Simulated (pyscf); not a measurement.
`[CH3][Si]([CH3])([CH3])[F]`, singlet

Gas-phase minimum from PySCF at ωB97X-D3(BJ)/def2-SVP, one conformer. 

```xyz
14

C      0.6307    -1.2216    -0.6814
Si    -0.3952     0.3388    -0.6241
C     -0.7205     1.0096    -2.3371
C     -1.9808     0.0842     0.3305
F      0.4799     1.4721     0.1836
H      0.0888    -2.0228    -1.2110
H      0.8615    -1.5829     0.3335
H      1.5831    -1.0518    -1.2087
H     -1.3110     0.2924    -2.9311
H     -1.2825     1.9561    -2.2920
H      0.2231     1.1979    -2.8739
H     -2.6193    -0.6655    -0.1654
H     -1.7741    -0.2700     1.3531
H     -2.5537     1.0224     0.4035
```
Charge 0, spin multiplicity 1.

Bonds (Å): C1–Si2 1.868, C1–H6 1.103, C1–H7 1.102, C1–H8 1.102, Si2–C3 1.868, Si2–C4 1.868, Si2–F5 1.644, C3–H9 1.103, C3–H10 1.102, C3–H11 1.102, C4–H12 1.103, C4–H13 1.102, C4–H14 1.102. Angles (°): Si2–C1–H6 110.6, Si2–C1–H7 111.1, Si2–C1–H8 111.1, H6–C1–H7 107.9, H6–C1–H8 107.9, H7–C1–H8 108.1, C1–Si2–C3 111.6, C1–Si2–C4 111.6, C1–Si2–F5 107.4, C3–Si2–C4 111.7, C3–Si2–F5 107.2, C4–Si2–F5 107.1, Si2–C3–H9 110.7, Si2–C3–H10 111.1 (the first ones only).

Properties at ωB97X-D3(BJ)/def2-SVP:

- Harmonic wavenumbers, unscaled: 134, 157, 157, 191, 192, 232, 273, 273, 623, 675, 699, 700, 771, 772, 793, 872, 872, 932, 1287, 1287, 1292, 1431, 1437, 1437, 1444, 1444, 1454, 3065, 3065, 3067, 3163, 3164, 3166, 3172, 3173, 3173 cm⁻¹
- Zero-point energy: 71.5 kcal/mol
- Rotational symmetry number: 3
- Entropy of this conformer at 298 K and 1 atm, rigid rotor and harmonic oscillator, modes under 100 cm⁻¹ raised to 100: 351.7 J/(mol K)
- Dipole moment: 1.91 D

Single-point totals, which compare only within one level:

| level | total energy (hartree) |
|---|---|
| ωB97X-D3(BJ)/def2-TZVP | -509.39096 |
| PBE/def2-TZVP | -508.85505 |
| r²SCAN/def2-TZVP | -509.13730 |
| B3LYP-D3(BJ)/def2-TZVP | -509.32906 |
| PBE0-D3(BJ)/def2-TZVP | -508.91981 |
| M06-2X/def2-TZVP | -509.16020 |
| ωB97M-D3(BJ)/def2-TZVP | -509.37074 |

Soft torsions are taken as harmonic, which can shift the entropy by several J/(mol K).
